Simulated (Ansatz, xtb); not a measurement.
Relative energy of two isomers of CHBrFSn−

Structure a: `F/[CH]=[Sn-]\[Br]`, a singlet. Structure b: `F/[CH]=[Sn-]/[Br]`, a singlet. Both are isolated ions in the gas phase, relaxed with PBE0-D3(BJ)/def2-SVPD.

a (Å):

```yaml
atoms:
  - { symbol: C, position_ang: [0.0151, -1.0989, 0.7935] }
  - { symbol: Br, position_ang: [3.3518, 0.3514, 1.1574] }
  - { symbol: F, position_ang: [-0.2533, -0.0034, 0.0134] }
  - { symbol: Sn, position_ang: [1.7004, -1.6921, 1.7984] }
  - { symbol: H, position_ang: [-0.8888, -1.7333, 0.8445] }
```

b (Å):

```xyz
5

C     0.1029   -0.9177    0.6943
Br    3.4580   -1.1247    1.5477
F    -1.2400   -0.7184    0.4046
Sn    1.2685    0.4779    1.6458
H     0.4067   -1.9125    0.3358
```

Quicker runs give these differences E(b) − E(a): GFN2-xTB −11.39 kJ/mol; HF/STO-3G −4.84 kJ/mol (at GFN2-xTB geometries); r2SCAN-D4/def2-SVPD −2.25 kJ/mol (at GFN2-xTB geometries).

**Question.** Estimate E(b) − E(a) at the level CCSD(T)/def2-SVPD + ΔMP2/def2-TZVPPD.

**Answer.** Too close to call at this level: CCSD(T)/def2-SVPD + ΔMP2/def2-TZVPPD gives E(b) − E(a) = −3.00 kJ/mol.

The same difference at several levels:

```json
{"level": "GFN2-xTB", "geometry": "GFN2-xTB", "E(b) − E(a) (kJ/mol)": "−11.39", "departure from the last row (kJ/mol)": "−8.40", "job, with rough time for the two": "optimisation, 0.16 s"}
{"level": "HF/STO-3G", "geometry": "GFN2-xTB", "E(b) − E(a) (kJ/mol)": "−4.84", "departure from the last row (kJ/mol)": "−1.85", "job, with rough time for the two": "single point, 1.5 s"}
{"level": "r2SCAN-D4/def2-SVPD", "geometry": "GFN2-xTB", "E(b) − E(a) (kJ/mol)": "−2.25", "departure from the last row (kJ/mol)": "+0.75", "job, with rough time for the two": "single point, 4.8 s"}
{"level": "PBE0-D3(BJ)/def2-SVPD", "geometry": "PBE0-D3(BJ)/def2-SVPD", "E(b) − E(a) (kJ/mol)": "−1.79", "departure from the last row (kJ/mol)": "+1.21", "job, with rough time for the two": "optimisation, 100 s"}
{"level": "HF/def2-SVPD", "geometry": "PBE0-D3(BJ)/def2-SVPD", "E(b) − E(a) (kJ/mol)": "−1.43", "departure from the last row (kJ/mol)": "+1.56", "job, with rough time for the two": "part of the CCSD(T) run"}
{"level": "MP2/def2-SVPD", "geometry": "PBE0-D3(BJ)/def2-SVPD", "E(b) − E(a) (kJ/mol)": "−3.30", "departure from the last row (kJ/mol)": "−0.30", "job, with rough time for the two": "part of the CCSD(T) run"}
{"level": "CCSD(T)/def2-SVPD", "geometry": "PBE0-D3(BJ)/def2-SVPD", "E(b) − E(a) (kJ/mol)": "−4.45", "departure from the last row (kJ/mol)": "−1.45", "job, with rough time for the two": "single point"}
{"level": "CCSD(T)/def2-SVPD + ΔMP2/def2-TZVPPD", "geometry": "PBE0-D3(BJ)/def2-SVPD", "E(b) − E(a) (kJ/mol)": "−3.00", "departure from the last row (kJ/mol)": "", "job, with rough time for the two": "single point, 83 s"}
```

As drawn, both hold the same kinds of bond in the same numbers.

The largest departure from CCSD(T)/def2-SVPD + ΔMP2/def2-TZVPPD is that of GFN2-xTB, 8.40 kJ/mol. The last row adds to CCSD(T) the change of the MP2 difference between the two basis sets, here +1.45 kJ/mol.

With harmonic frequencies from PBE0-D3(BJ)/def2-SVPD (ideal gas, rigid rotor, one conformer each, 298.15 K, 1 atm): the zero-point term adds +0.01 kJ/mol; ΔH is −2.90 and ΔG −2.86 kJ/mol.

The correlated steps freeze 15 core orbitals; the filled d shell of Br and Sn is correlated, in a basis made for valence electrons. Atoms past krypton carry core potentials in the def2 sets, other sets are all-electron and non-relativistic, and no spin–orbit term is included. Programs: Ansatz 0.2.0, xtb 6.7.1; the last row on 2 threads of Intel(R) Xeon(R) Platinum 8375C CPU @ 2.90GHz (Ice Lake) on a shared host.
